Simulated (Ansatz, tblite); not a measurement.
Removing and adding an electron: `CCCCCCCCCC`. Total charge 0; singlet. Geometry: PBE-D4/def2-SVP. Ansatz, gas phase; energy differences of separate SCF runs; the oxidised species was run as a doublet alone; the reduced species was run as a doublet alone.

```xyz
32

C    -2.969   -4.416   -0.768
C    -2.506   -2.958   -0.756
C    -1.205   -2.736    0.021
C    -0.733   -1.279    0.043
C     0.575   -1.070    0.813
C     1.036    0.390    0.920
C     1.396    1.045   -0.420
C     2.011    2.446   -0.301
C     1.079    3.515    0.282
C     1.707    4.909    0.315
H    -2.207   -5.077   -1.231
H    -3.912   -4.544   -1.338
H    -3.147   -4.791    0.261
H    -3.304   -2.315   -0.321
H    -2.371   -2.599   -1.801
H    -0.403   -3.375   -0.415
H    -1.334   -3.097    1.067
H    -0.620   -0.921   -1.004
H    -1.529   -0.641    0.492
H     1.380   -1.675    0.335
H     0.456   -1.487    1.837
H     0.243    0.981    1.430
H     1.925    0.439    1.589
H     0.493    1.102   -1.067
H     2.111    0.383   -0.958
H     2.348    2.779   -1.308
H     2.935    2.391    0.321
H     0.139    3.541   -0.315
H     0.772    3.226    1.311
H     1.988    5.250   -0.705
H     1.015    5.664    0.740
H     2.632    4.920    0.929
```

The xTB rows come from tblite. HOMO above LUMO, or a gap near zero within one spin, warns that the state may not be the lowest or that an electron is smeared out.

Question: Estimate orbital energies and vertical ionisation energies and electron affinities at: GFN1-xTB; GFN2-xTB; HF/def2-TZVP; PBE-D4/def2-TZVP; PBE0-D4/def2-TZVP.

Answer: 
```csv
level,−HOMO (eV),vertical IE (eV),−LUMO (eV),vertical EA (eV),HOMO–LUMO gap (eV),IE − EA (eV),remarks
GFN1-xTB,12.43,14.49,3.73,1.81,8.70,12.67,–
GFN2-xTB,11.16,13.10,-0.98,-3.19,12.14,16.29,–
HF/def2-TZVP,11.79,10.37,-3.72,-3.61,15.51,13.97,HOMO above zero (-1 doublet)
PBE-D4/def2-TZVP,7.19,9.36,-0.39,–,7.58,–,gap within one spin near zero (+1 doublet)
PBE0-D4/def2-TZVP,8.53,10.07,-1.18,-2.28,9.71,12.34,HOMO above zero (-1 doublet)
```

Relaxing the oxidised species (PBE-D4/def2-SVP) changes its energy by -0.28 eV at PBE-D4/def2-TZVP, so the adiabatic ionisation energy to this nearest minimum is 9.08 eV. At PBE0-D4/def2-TZVP it is 9.67 eV.  Run but left out: PBE-D4/def2-TZVP (charge -1 doublet: an occupied level 0.09 eV above an empty one).   A HOMO above zero means that the electron is unbound at that level or that self-interaction error raises the level; the energy of removing that electron tells which. Raw xTB energy differences between charge states are shifted by several eV; the methods need an empirical correction for them. Sets without diffuse functions give affinities that are too small. A negative affinity means that the extra electron isn't bound; its size then hangs on the basis.
